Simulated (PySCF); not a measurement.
Bonds: Al1-Cl2 2.083 Å, Al1-Cl3 2.090 Å, Al1-S4 2.158 Å, S4-Si5 2.167 Å. Si5 carries H6, H7, H8.

Geometry: PBE0-D3(BJ)/def2-SVP; GIAO absolute shieldings from PySCF, gas phase, non-relativistic, averaged over equivalent atoms.

At PBE/pcSseg-1 (pcSseg-2 on Al) (154 basis functions, 42 s wall time on 1 thread of an Intel Xeon, shared host):
| atoms | σ (ppm) |
| --- | --- |
| Al1 | 372.0 |
| Cl2/Cl3 | 863.4 |
| S4 | 745.7 |
| Si5 | 387.3 |
| H6/H7/H8 | 26.43 |

Question: What do these become at PBE0/pcSseg-1 (pcSseg-2 on Al)?

Answer: 
```tsv
atoms	σ at PBE0/pcSseg-1 (pcSseg-2 on Al)	change
Al1	385.9	+13.9
Cl2/Cl3	898.2	+34.8
S4	780.1	+34.4
Si5	402.2	+14.9
H6/H7/H8	26.61	+0.18
```

The largest change is at Cl2/Cl3 (chlorine bonded to Al). Cost: 154 basis functions, 55 s wall time on 1 thread of an Intel Xeon, shared host.

The averaged Cl atoms aren't alike in the static structure (σ from 856 to 871 ppm); the average presumes fast exchange among these sites.
